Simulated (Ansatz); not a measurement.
Cartesian coordinates in Å:
```
C -0.593 -1.033 0.022
Al -0.576 0.869 0.473
C 1.031 1.868 -0.021
N 1.946 2.524 -0.283
H -1.435 -1.267 -0.635
H -0.710 -1.642 0.923
H 0.336 -1.319 -0.478
```

Total charge 0; spin multiplicity 2.

Problem. List the CAM-B3LYP/def2-TZVPP orbital energies in eV (the Gaussian-basis code of Ansatz). (Best estimate.)

Solution. Ansatz gave: α occupied: -1527.51, -391.56, -279.02, -278.72, -115.49, -76.19, -76.10, -75.99, -26.62, -21.36, -15.64, -13.26, -13.18, -12.06, -11.27, -11.16, -10.83, -7.38. α empty: -1.37, 0.69, 1.76, 2.27, 2.44, 3.01, 3.62, 3.65. β occupied: -1527.43, -391.54, -278.98, -278.65, -115.38, -76.12, -75.95, -75.87, -26.57, -21.21, -15.37, -13.15, -13.14, -11.85, -11.14, -11.11, -10.48. β empty: -2.03, -1.02, 0.89, 1.92, 2.42, 2.58, 3.11, 3.66. ⟨S²⟩ = 0.752.
